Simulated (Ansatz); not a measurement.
Start from `C[CH2][In]([OH])[Cl]` and change one atom or group to get `[OH][In]([Cl])[O][SiH3]`.

Ansatz, PBE0-D4/def2-TZVP geometries, multiplicity 1. Each molecule was computed in one conformer, which needn't be the lowest.

Elements past krypton have def2 core potentials.

```tsv
property	`C[CH2][In]([OH])[Cl]`
size of the dipole moment (B3LYP/def2-TZVPP) / D	4.82
ideal-gas entropy at 298 K and 1 bar (rigid rotor, harmonic PBE0-D4/def2-TZVP) / J/(mol·K)	403
LUMO energy (B3LYP/def2-TZVPP) / eV	-1.60
LUMO energy (PBE0/def2-TZVPP) / eV	-1.27
LUMO energy (ωB97M-V/def2-TZVPP) / eV	0.41
HOMO–LUMO gap (PBE0/def2-TZVPP) / eV	6.61
```

What does the change do to each property? (Best estimate.)

The calculation gave: 
| property | `[OH][In]([Cl])[O][SiH3]` | shift |
| --- | --- | --- |
| size of the dipole moment (B3LYP/def2-TZVPP) / D | 1.36 | -3.46 |
| ideal-gas entropy at 298 K and 1 bar (rigid rotor, harmonic PBE0-D4/def2-TZVP) / J/(mol·K) | 415 | 12 |
| LUMO energy (B3LYP/def2-TZVPP) / eV | -2.79 | -1.19 |
| LUMO energy (PBE0/def2-TZVPP) / eV | -2.46 | -1.19 |
| LUMO energy (ωB97M-V/def2-TZVPP) / eV | -0.53 | -0.94 |
| HOMO–LUMO gap (PBE0/def2-TZVPP) / eV | 6.26 | -0.35 |

With PBE0 the HOMO falls by 0.83 eV and the LUMO falls by 1.19 eV, so the gap narrows by about 0.36 eV. PBE moves the HOMO by -0.61 eV and ωB97M-V by -1.00 eV. The zero-point energy changes by -93.4 kJ/mol with -6 modes. Dipoles are sizes alone; their direction can turn. Modes under 60 cm⁻¹, often nearly free rotors, make the harmonic entropy too high.

B3LYP here is the variant with VWN-RPA as its local correlation; programs differ in this.
